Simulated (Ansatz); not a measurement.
```yaml
crystal:
  periodic: [false, false, false]
  atoms:
    - {symbol: Pd, position_ang: [1.785321, -0.746732, 0.669493]}
    - {symbol: Pd, position_ang: [-0.448506, -0.389489, -1.777350]}
    - {symbol: Pd, position_ang: [-0.105839, 1.798030, -0.178989]}
    - {symbol: Pd, position_ang: [-1.171536, -0.272237, 1.480133]}
    - {symbol: O, position_ang: [1.395889, -0.705697, -1.602748]}
    - {symbol: O, position_ang: [0.603830, -0.217561, 2.219195]}
    - {symbol: O, position_ang: [-2.065268, -0.527819, -0.542637]}
basis:
  gaussian: {orbitals: def2-SVPD}
total_charge: 2
hamiltonian: {xc: {name: wB97M-V}}
scf: {omitted_lower_state_checks: [starts]}
output: {forces: true}
```

```sh
$ ansatz run in.yaml --threads 4 --pin off --events-out ev --progress --plain --max-ram 4787MiB
```

Output, abridged:

```
Functional definition: wB97M-V
1751 factors; their error is unknown
518 factors; integrals over basis functions are off by at most 1.4e-5 eV
mean field evaluation 1: about -20002.6837 eV, gradient 7.8e1 eV
mean field evaluation 2: about -19693.8514 eV, gradient 3.2e2 eV
mean field evaluation 4: about -20015.2296 eV, gradient 2.6e1 eV
mean field evaluation 8: about -20016.8095 eV, gradient 2.8e0 eV
mean field evaluation 16: about -20017.0100 eV, gradient 2.4e-1 eV
mean field evaluation 32: about -20017.2494 eV, gradient 2.6e-2 eV
mean field -20017.24967902 eV, -735.6203575249 hartree, gradient 2.2e-5 eV, S^2 0.000000; 0 other end points of the search recorded, 0 dependent functions left out
reference -20017.24977055 eV, -735.6203608885 hartree; 47, 47 occupied and 158, 158 virtual orbitals, 1751 factors
Total energy: -20017.24977055 eV, -735.6203608885 hartree
Atom 0 at     1.785321    -0.746732     0.669493 Å, force    -2.240466     1.062798     1.001801 eV/Å
Atom 1 at    -0.448506    -0.389489    -1.777350 Å, force    -0.144019     0.054141     2.306561 eV/Å
Atom 2 at    -0.105839     1.798030    -0.178989 Å, force    -0.256856    -1.431771    -0.412956 eV/Å
Atom 3 at    -1.171536    -0.272237     1.480133 Å, force     1.177413     0.137540    -0.415514 eV/Å
Atom 4 at     1.395889    -0.705697    -1.602748 Å, force    -2.192000     0.466123     1.171907 eV/Å
Atom 5 at     0.603830    -0.217561     2.219195 Å, force    -0.420055    -1.002990    -3.577375 eV/Å
Atom 6 at    -2.065268    -0.527819    -0.542637 Å, force     4.075983     0.714158    -0.074425 eV/Å
Dipole moment:     0.144446     0.251179     0.141206 e Å
Checks for a lower state left out: starts
```

Run time 2.5 min (4 threads of Intel Xeon on a shared host), peak host memory 1.5 GiB.

In the def2 sets Pd takes a core potential; there is no spin–orbit coupling. This restricted singlet of an open-shell metal wasn't tested against broken symmetry or higher spin.

The dipole of an ion depends on the origin.
